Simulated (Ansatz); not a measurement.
`[SiH3][SiH2][GaH2]` + `CSS[SiH3]` → `[SiH3]SS[SiH3]` + `C[SiH2][GaH2]`  (redistribution)

Calculated with Ansatz (gas phase, PBE0-D4/def2-TZVP geometries, no zero-point term in ΔE). CCSD(T)/CBS is the MP2 limit (def2-TZVPP, def2-QZVPP) plus CCSD(T) − MP2 in def2-TZVPP, frozen cores. DFT in def2-TZVPP. For Ga outer-core shells are correlated without core-valence functions, which leaves a few kJ/mol of doubt a bond. Scalar relativity is left out up to krypton. Each species was taken in one conformer, which may not be the lowest.

`[SiH3][SiH2][GaH2]`:

Cartesian coordinates in Å:
```
Si -1.021 1.428 0.158
Si 0.565 -0.170 0.805
Ga 0.842 -1.763 -0.976
H -1.243 2.444 1.222
H -2.318 0.762 -0.140
H -0.565 2.125 -1.075
H 1.836 0.546 1.118
H 0.079 -0.815 2.058
H 1.910 -1.526 -2.105
H -0.085 -3.030 -1.065
```

`CSS[SiH3]`:

```xyz
10

C     0.344    1.590   -1.033
S     0.242    1.384    0.753
S     1.265   -0.381    1.039
Si   -0.444   -1.661    0.880
H     1.382    1.670   -1.354
H    -0.177    2.524   -1.256
H    -0.152    0.769   -1.550
H    -1.104   -1.462   -0.435
H    -1.408   -1.375    1.969
H     0.052   -3.059    0.987
```

`[SiH3]SS[SiH3]`:

```xyz
10

Si    0.463   -0.847   -1.799
S     0.295   -1.648    0.181
S     1.222   -0.060    1.157
Si   -0.574    0.972    1.701
H     1.891   -0.656   -2.150
H    -0.256    0.447   -1.889
H    -0.163   -1.855   -2.694
H    -1.338    1.345    0.485
H    -0.132    2.188    2.432
H    -1.408    0.114    2.576
```

`C[SiH2][GaH2]`:

```xyz
10

C     1.388    0.337   -0.767
Si   -0.036   -0.746   -0.191
Ga   -1.680    0.397    1.158
H     2.096   -0.236   -1.370
H     1.927    0.755    0.086
H     1.021    1.170   -1.371
H     0.499   -1.900    0.594
H    -0.727   -1.337   -1.377
H    -1.553    1.928    1.514
H    -2.935   -0.369    1.722
```

| level | ΔE (kJ/mol) |
| --- | --- |
| PBE-D4 | -65.9 |
| r2SCAN-D4 | -74.4 |
| PBE | -64.8 |
| HF/CBS(def2) | -85.4 |

What does CCSD(T)/CBS give? (Best estimate.)

The calculation gave: -80.2 kJ/mol. The listed levels differ from it by 14.3, 5.8, 15.4, -5.2 kJ/mol.

Largest T1 diagnostic among the species: 0.014.

From PBE to PBE0 (25 % exact exchange), in def2-TZVPP and without D4, ΔE moves by −5.0 kJ/mol.
